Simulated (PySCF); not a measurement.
# C₆ coefficients of unlike pairs at PBE

Calculated with PySCF 2.14 from the dipole response of each species, C₆(A,B) = (3/π) ∫ α_A(iu) α_B(iu) du, in atomic units, from isotropic polarisabilities. For ions this is the dispersion term alone; charge-induced terms of lower order in 1/R come first.

```csv
species,configuration,basis,relativity,α (bohr³),C₆ (like pair)
Ga⁺,[Ar] 3d10 4s2 (1S),aug-cc-pVQZ-PP with ECP10MDF (7s6p5d3f2g),core potential,17.61,87.70
Si²⁺,[Ne] 3s2 (1S),aug-cc-pwCVTZ (8s7p5d3f),none,11.67,40.00
Al,[Ne] 3s2 3p1 (2P),"aug-cc-pCVTZ-DK with one added diffuse shell each of s, p, d, f type (9s8p6d4f)",spin-free X2C,66.22,587.1
B,[He] 2s2 2p1 (2P),dyall-av3z (15s9p3d2f),spin-free X2C,23.65,116.2
```

**Question.** Estimate C₆ for B with Ga⁺.

**Answer.** The integral gives 99.83. The combination rule 2 C_A C_B / (C_A α_B/α_A + C_B α_A/α_B) gives 99.78 and the geometric mean 101.0.

No spin-orbit coupling is included.

The other pairs:

```json
{"pair": "Si²⁺, Ga⁺", "C₆": "59.18"}
{"pair": "B, Si²⁺", "C₆": "67.43"}
{"pair": "Al, Si²⁺", "C₆": "144.6"}
{"pair": "Al, Ga⁺", "C₆": "214.4"}
{"pair": "B, Al", "C₆": "256.2"}
```
